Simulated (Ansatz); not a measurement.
Ideal-gas functions of CH4O2Si, SMILES `C1O[SiH2]O1` at 298.15 K and 1 bar, from an Ansatz frequency run at PBE0-D4/def2-TZVP.

Molar mass 76.13 g/mol, point group C2v (symmetry number 2), electronic degeneracy 1, moments of inertia 43.697, 63.284, 97.775 u Å². Harmonic wavenumbers (cm⁻¹, unscaled): 223, 540, 649, 703, 778, 802, 948, 1019, 1025, 1092, 1148, 1163, 1384, 1549, 2239, 2242, 3039, 3094.

Use S(trans) = R[1.5 ln M + 2.5 ln T − 1.1517]; rotational temperatures θ = 24.2544 K / I; S(rot) = R[ln(√π/σ · √(T³/θAθBθC)) + 1.5]; for each mode x = 1.438777 ν̃/T, S = R[x/(eˣ − 1) − ln(1 − e⁻ˣ)] and H = RT x/(eˣ − 1); 1 cm⁻¹ = 0.0119627 kJ/mol; R = 8.31446 J/(mol·K).

Problem. By hand: the entropy, in J/(mol·K).

Solution. Translation 162.9. Rotation: θ = 0.5551, 0.3833, 0.2481 K, giving 94.8. Vibration, mode by mode: 8.09, 2.37, 1.56, 1.27, 0.95, 0.86, 0.48, 0.36, 0.35, 0.27, 0.21, 0.20, 0.08, 0.04, 0.00, 0.00, 0.00, 0.00, in all 17.1. Electronic 0.0. Sum 274.8 J/(mol·K).

Problem. By hand: H − E and G − E in kJ/mol, counted from the electronic energy.

Solution. Zero-point energy ½ × 23637 × 0.0119627 = 141.4; thermal vibration 3.5; translation, rotation and pV give 4 RT = 9.9. H − E = 154.8 kJ/mol, and G − E = 154.8 − 298.15 × 274.8/1000 = 72.9 kJ/mol.

Vibration gives 6 % of the entropy.
